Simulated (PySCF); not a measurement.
C₆H₁₂Ge.
Geometry (PBE0-D3(BJ)/def2-SVP, Å), atoms numbered from 1 in this order:
```xyz
19
C6H12Ge angstrom
C     -1.0547    1.3008    0.7804
C     -0.8980    0.1979    0.0382
C     -1.7434   -0.0850   -1.1677
C      0.1449   -0.8321    0.3131
C      1.2936   -0.6238    1.2413
C      1.5484   -0.6565   -0.2433
Ge     2.0619    0.9681   -1.1902
H     -0.4462    1.4875    1.6682
H     -1.8043    2.0535    0.5221
H     -2.4791    0.7102   -1.3506
H     -2.2859   -1.0380   -1.0475
H     -1.1136   -0.1925   -2.0664
H     -0.2349   -1.8592    0.2486
H      1.6225   -1.4766    1.8413
H      1.3846    0.3375    1.7551
H      2.0227   -1.5644   -0.6309
H      3.4445    0.7396   -1.8352
H      1.0584    1.3167   -2.3066
H      2.1618    2.1550   -0.2150
```

Linear response at wB97X-D/def2-SVPD (PySCF, frozen core in the response, non-relativistic). The structure is a single PBE0-D3(BJ)/def2-SVP conformer in the gas phase; no vibrational or solvent corrections. The wB97X-D/def2-SVPD calculation is non-relativistic and has no spin–orbit coupling, an omission that weighs most on germanium.

Static isotropic polarisability: 100.30 au (14.86 Å³), principal values 96.2, 97.9, 106.8 au.

What is the polarisability at 1064 nm and at the sodium D line?

101.22 au at 1064 nm (+0.9 %), 103.41 au at 589.3 nm (+3.1 %). The rise at 589.3 nm is 3.37 times that at 1064 nm; a pure ω² law gives 3.26. The lowest singlet lies at 185 nm, shorter than both wavelengths.

What is the isotropic C6 coefficient between two such molecules, C6 = (3/π)∫α(iω)² dω?

3888 au (Eh·bohr⁶) by a ten-point quadrature over imaginary frequencies, which is 2320 eV·Å⁶ or 224 J·nm⁶/mol.

Which effective excitation energy ω̄ makes London's formula C6 = (3/4)α²ω̄ exact here?

ω̄ = 4·C6/(3α²) = 0.515 Eh = 14.0 eV. A one-pole form α(ω) = α/(1 − ω²/ω̄²) fitted to the 1064 nm value gives 12.2 eV.

How many electrons N does the Slater–Kirkwood formula C6 = (3/4)·√N·α^(3/2) need to give this C6?

N = (4·C6/3)²/α³ = 26.6; the species has 80 electrons in all.

What n − 1 at the D line would an ideal gas of it have at 273.15 K and 1 atm (2.6868 × 10¹⁹ cm⁻³), by n − 1 = 2π·N·α′?

25.87 × 10⁻⁴, a formal value whether or not that pressure can be reached.

How anisotropic is the static polarisability, by Δα² = ½[(α1 − α2)² + (α2 − α3)² + (α3 − α1)²]?

Δα = 9.9 au, or 0.10 of the isotropic value.

On Arm Neoverse V1, one thread, shared host with 32 logical CPUs at a one-minute load of 27, this took 84 s and 1.2 GiB of memory at its peak. This is the whole response run at wB97X-D/def2-SVPD, SCF included.

The pairwise dispersion term of wB97X-D wasn't added to the energies; at a given geometry it leaves orbitals and properties as they are.
